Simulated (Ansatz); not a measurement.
A series at Sn: from `C[CH](C)[SnH]([CH](C)C)[CH](C)C`, ligands are replaced one by one, each step taking up H₂ and setting free `CCC`; n counts the steps. Ansatz, PBE0-D4/def2-TZVP geometries. Each molecule was computed in one conformer, which needn't be the lowest.

| n | molecule | HOMO energy, ωB97M-V/def2-TZVPP (eV) |
| --- | --- | --- |
| 0 | `C[CH](C)[SnH]([CH](C)C)[CH](C)C` | -8.92 |
| 1 | `C[CH](C)[SnH2][CH](C)C` | ? |
| 2 | `C[CH](C)[SnH3]` | -9.59 |
| 3 | `[SnH4]` | -11.38 |

Task: By hand: fit a straight line y = ȳ + b (n − n̄) to the 3 given rows and predict n = 1.

Result: n̄ = 1.667, ȳ = -9.963; Σ(n − n̄)(y − ȳ) = -3.503, Σ(n − n̄)² = 4.667, so b = -0.751 eV a step. Prediction: -9.963 + (-0.751) × (-0.667) = -9.46 eV.

Task: By hand: compare with the computed value, -9.08 eV, and give the steps along the whole series.

Result: The line misses by 0.38 eV (computed minus predicted). Steps: -0.16, -0.51, -1.79 eV.

One step carries most of the change, so a line is a poor guide. The highest orbital can change its character along such a series. The miss is 15.4 % of the series' range.
